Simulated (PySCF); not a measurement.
A structure optimised at B3LYP-D3(BJ)/def2-SVP, used in a PySCF frequency run:

```xyz
10

Si     1.6535     0.1932    -0.6486
Cl     1.9413    -0.0751     1.4035
O      0.0471     0.3489    -0.9200
Al    -1.5039    -0.0445    -0.3250
O     -1.8757    -1.6777    -0.0879
O     -2.6633     1.1544    -0.0272
H      2.2171    -0.9937    -1.3373
H      2.3655     1.4340    -1.0408
H     -2.7199    -1.9921     0.2475
H     -2.5280     2.0987    -0.1428
```

Problem. Write its SMILES and formula.

Solution. [OH][Al]([OH])[O][SiH2]Cl, AlClH4O3Si

Problem. What are its rotational constants (standard atomic weights)?

Solution. 3.0353, 0.91578, 0.87543 GHz
